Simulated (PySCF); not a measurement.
The dipole of `CC1=C[P@H](=S)C(C)=C1` from its density and from atomic charges.

Coordinates (GFN2-xTB, Å) and charges (e) from the PBE0/pcSseg-1 density (PySCF):

```csv
atom,x,y,z,Mulliken,IAO,Hirshfeld,ESP-fitted
C1,2.591,-0.399,0.549,-0.1116,-0.4289,-0.1102,-0.6193
C2,1.228,0.095,0.211,-0.2671,+0.0485,+0.0237,+0.2967
C3,0.895,1.377,-0.026,-0.3269,-0.4398,-0.1191,-0.3975
P4,-0.878,1.498,-0.325,+0.6145,+0.9551,+0.2993,+0.1417
S5,-1.975,2.615,0.809,-0.3705,-0.5781,-0.3216,-0.3357
C6,-1.076,-0.314,-0.203,-0.5520,-0.1983,-0.0287,+0.0860
C7,-2.386,-0.994,-0.373,-0.1224,-0.4275,-0.1149,-0.4122
C8,0.115,-0.845,0.108,+0.0673,-0.1648,-0.0493,-0.2503
H9,2.917,-1.126,-0.194,+0.1359,+0.1581,+0.0521,+0.1817
H10,3.307,0.417,0.585,+0.1250,+0.1566,+0.0532,+0.1778
H11,2.574,-0.900,1.517,+0.1396,+0.1603,+0.0539,+0.1988
H12,1.561,2.222,0.021,+0.1019,+0.1698,+0.0541,+0.2280
H13,-0.986,1.739,-1.702,+0.0890,-0.0459,+0.0023,+0.1078
H14,-2.365,-1.997,0.047,+0.1237,+0.1551,+0.0526,+0.1404
H15,-2.641,-1.065,-1.431,+0.1368,+0.1598,+0.0509,+0.1403
H16,-3.167,-0.412,0.117,+0.1436,+0.1681,+0.0464,+0.1405
H17,0.279,-1.898,0.281,+0.0731,+0.1520,+0.0553,+0.1755
```

Problem. Compute μ = Σ q r for each scheme (1 e·Å = 4.803 D) and compare with the dipole of the full density.

Solution. The full density gives (2.76, -3.70, -1.87) D, 4.98 D in size; dipole vectors point from the negative to the positive end.

```csv
scheme,μx,μy,μz,size (D),share of the full size (%),angle to the full dipole (°)
Mulliken,1.58,-3.25,-2.34,4.30,86,14
IAO,2.38,-3.27,-2.80,4.92,99,13
Hirshfeld,2.24,-2.83,-1.52,3.92,79,2
ESP-fitted,2.81,-3.74,-1.98,5.08,102,1
```

Problem. Which set comes closest?

Solution. Length of the difference vector: ESP-fitted 0.12 D, Hirshfeld 1.07 D, IAO 1.09 D, Mulliken 1.35 D. Closest: ESP-fitted. ESP charges are fitted to the potential around the molecule, whose slowest-falling term is the dipole's. The schemes that divide the density aren't constrained to reproduce the dipole.

Problem. What is left for the Hirshfeld atoms' own dipoles?

Solution. The Hirshfeld atoms' densities add up to the full density, so μ = Σ q r + Σ (atomic dipoles). The atomic dipoles sum to (2.76, -3.70, -1.87) − (2.24, -2.83, -1.52) = (0.52, -0.87, -0.35) D, 1.07 D in size.

Problem. With the origin at the mean of the coordinates, (0.000, 0.001, -0.001) Å, which are the largest single terms, by size, of the IAO dipole along the direction of the full one?

Solution. S5 +9.27, P4 -6.77, C1 -3.14, H9 +1.92, H16 -1.20 D; all 17 atoms together +4.80 D. The single terms depend on the origin, their sum doesn't.

Problem. Give the size of the full dipole in other units.

Solution. 4.98 D = 1.960 au = 1.037 e·Å = 16.62 × 10⁻³⁰ C·m.

Geometry: GFN2-xTB; no solvent, vibrations or thermal averaging.

These values come from a run that also computed NMR shieldings. Rough CPU time on one thread of a shared machine: about 80 s.
